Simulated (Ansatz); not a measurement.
Stepwise reaction of `[O]=[Ta]([OH])([OH])[Cl]` with hydrogen chloride, as a gas-phase model of exchange steps in deposition or etching. ΔE in kJ/mol; ΔG adds harmonic PBE0-D4 terms to CCSD(T)/CBS, at 1 bar.

Program: Ansatz. Geometries: PBE0-D4/def2-TZVP. ΔE: electronic, gas phase. CCSD(T)/CBS is the MP2 limit (def2-TZVPP, def2-QZVPP) plus CCSD(T) − MP2 in def2-TZVPP, frozen cores. This one scheme is used for every species. DFT in def2-TZVPP. B3LYP here is the variant with VWN-RPA as its local correlation; programs differ in this. def2 core potentials past Kr. For Ta outer-core shells are correlated without core-valence functions, which leaves a few kJ/mol of doubt a bond. Each species was taken in one conformer, which may not be the lowest.

```tsv
step	reaction	PBE-D4	B3LYP-D4	ωB97M-V	CCSD(T)/CBS	ΔG(600 K)
1	`[O]=[Ta]([OH])([OH])[Cl]` + HCl → `[O]=[Ta]([OH])([Cl])[Cl]` + H₂O	-32.0	-28.9	-28.3	-34.5	-25.5
```

(1) Give the row of step 2, `[O]=[Ta]([OH])([Cl])[Cl]` + HCl → `[O]=[Ta]([Cl])([Cl])[Cl]` + H₂O. (An estimate is asked.)

(2) By hand: ΔE of the 2 steps together at CCSD(T)/CBS.

Results:

(1) Ansatz gave: 
```
step                                                             reaction  PBE-D4  B3LYP-D4  ωB97M-V  CCSD(T)/CBS  ΔG(600 K)
   2  `[O]=[Ta]([OH])([Cl])[Cl]` + HCl → `[O]=[Ta]([Cl])([Cl])[Cl]` + H₂O   -24.2     -21.6    -19.9        -27.3      -15.3
```

(2) (-34.5) + (-27.3) = -61.8 kJ/mol, or -30.9 kJ/mol a step.

In ΔE each step is higher than the one before. All are downhill at CCSD(T)/CBS. ΔG lies between -25.5 and -15.3 kJ/mol a step. PBE-D4 differs from CCSD(T)/CBS by 2.5 to 3.1 kJ/mol a step. Isolated molecules leave out the surface, adducts and barriers. Largest T1 diagnostic: 0.020.
